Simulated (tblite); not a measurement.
`Cc1[c]n(C)nc1` [radical] (doublet state). Computed geometry: GFN2-xTB, gas phase. This method treats the open shell by occupation alone, without spin polarisation.

```
atom  x, y, z in Å
C1    -2.4590    0.3275   -0.2876
C2    -1.0336   -0.0052   -0.0296
C3     0.1052    0.6775   -0.4068
N4     1.1921    0.0409    0.0295
C5     2.5714    0.3837   -0.1544
N6     0.8328   -1.0625    0.6883
C7    -0.4960   -1.1004    0.6605
H8    -2.6815    1.3449    0.0312
H9    -2.6875    0.2509   -1.3506
H10   -3.1026   -0.3600    0.2561
H11    3.0135   -0.2134   -0.9562
H12    3.1151    0.1822    0.7685
H13    2.6483    1.4398   -0.4075
H14   -1.0190   -1.9062    1.1364
```

(1) Which two atoms are farthest apart?

(2) Give the dihedral angles H8–C1–C2–C3, C3–C2–C7–H14, N6–N4–C5–H12.

(3) How far apart are these pairs, which share no bond: C1···H13, C3···H11, C3···H14, C7···H11, H10···H14?

(4) What is the repulsion energy of the bare nuclei, Σ ZA·ZB/RAB?

(5) Where is the centre of mass (commonest isotopes), and what is the radius of gyration?

Results:

(1) H10···H12, 6.26 Å; the next longest distance is 6.24 Å.

(2) H8–C1–C2–C3 -53° (synclinal); C3–C2–C7–H14 180° (antiperiplanar); N6–N4–C5–H12 -41° (synclinal). Dihedral signs follow IUPAC: positive where, seen along the central bond, the front bond turns clockwise onto the rear one.

(3) C1···H13 5.228 Å (5 bonds apart); C3···H11 3.091 Å (3 bonds apart); C3···H14 3.213 Å (3 bonds apart); C7···H11 3.964 Å (4 bonds apart); H10···H14 2.740 Å (4 bonds apart).

(4) 283.31 Eh over 91 pairs, with full nuclear charges and distances in bohr; the largest single term is 19.43 Eh (N4 with N6).

(5) Mass 95.061 u; centre at (0.125, -0.107, 0.073) Å; Rg = √(Σ m r²/M) = 1.813 Å. As Ia + Ib + Ic = 2 Σ m r², the three principal moments sum to 624.9 u·Å².

GFN2-xTB frequencies show an imaginary mode (24i cm⁻¹), so the point is no minimum at that level. 2 starts were optimised and ended at 0.00 and 0.05 kcal/mol (GFN2-xTB); the lowest of these is shown.

On an Intel Xeon 6975P-C with one thread, on a shared host, this took 0.18 s of wall time. This is the geometry optimisation.
